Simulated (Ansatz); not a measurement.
`[SH][Al]([SH])[Br]` + H₂ → `[SH][AlH][Br]` + H₂S at 700 K and 1 bar (hydrogenolysis of the Al–S bond).

Gas-phase electronic energies from Ansatz, PBE0-D4/def2-TZVP geometries. CCSD(T)/CBS is the MP2 limit (def2-TZVPP, def2-QZVPP) plus CCSD(T) − MP2 in def2-TZVPP, frozen cores. This one scheme is used for every species. For Br outer-core shells are correlated without core-valence functions, which leaves a few kJ/mol of doubt a bond. Scalar relativity is left out up to krypton. Each species was taken in one conformer, which may not be the lowest.

```json
{"species": "`[SH][Al]([SH])[Br]`", "CCSD(T)/CBS energy (Eh)": "-3612.25123", "H − E (kJ/mol)": "117.6", "S (J/(mol·K))": "447.9"}
{"species": "H₂", "CCSD(T)/CBS energy (Eh)": "-1.17544", "H − E (kJ/mol)": "46.8", "S (J/(mol·K))": "155.3"}
{"species": "`[SH][AlH][Br]`", "CCSD(T)/CBS energy (Eh)": "-3214.41891", "H − E (kJ/mol)": "95.8", "S (J/(mol·K))": "386.2"}
{"species": "H₂S", "CCSD(T)/CBS energy (Eh)": "-398.97279", "H − E (kJ/mol)": "64.8", "S (J/(mol·K))": "236.9"}
```

H − E and S are ideal-gas, rigid-rotor, harmonic terms from PBE0-D4/def2-TZVP, for one conformer and one mirror image of each species. The MP2-based limit puts H₂ 0.8 mEh under its directly extrapolated value; such offsets cancel only in part. 1 Eh = 2625.50 kJ/mol, R = 8.31446 J/(mol·K).

Q: By hand: ΔE, ΔH, ΔS and ΔG.

A: ΔE = (-3214.41891) + (-398.97279) − (-3612.25123) − (-1.17544) = 0.03497 Eh = 91.8 kJ/mol. Δ(H − E) = 95.8 + 64.8 − 117.6 − 46.8 = -3.8, so ΔH = 88.0 kJ/mol. ΔS = 386.2 + 236.9 − 447.9 − 155.3 = 19.9 J/(mol·K). ΔG = 88.0 − 700 × (19.9)/1000 = 74.1 kJ/mol.

Q: By hand: the equilibrium constant, and the temperature at which ΔG would vanish if ΔH and ΔS stayed fixed.

A: log₁₀ K = −ΔG/(RT ln 10) = -5.5. ΔG = 0 at ΔH/ΔS = 4422 K, far beyond where these terms or the molecules hold.

ΔH outweighs TΔS. A doubt of 5 kJ/mol in ΔE shifts log₁₀ K by 0.4 here. Other conformers and mirror images would add mixing entropy, several J/(mol·K) or more a flexible species. These are equilibria of isolated gas molecules and say nothing of rates. Largest T1 diagnostic: 0.009 (customary marks: 0.02 for closed shells, 0.045 for open ones).
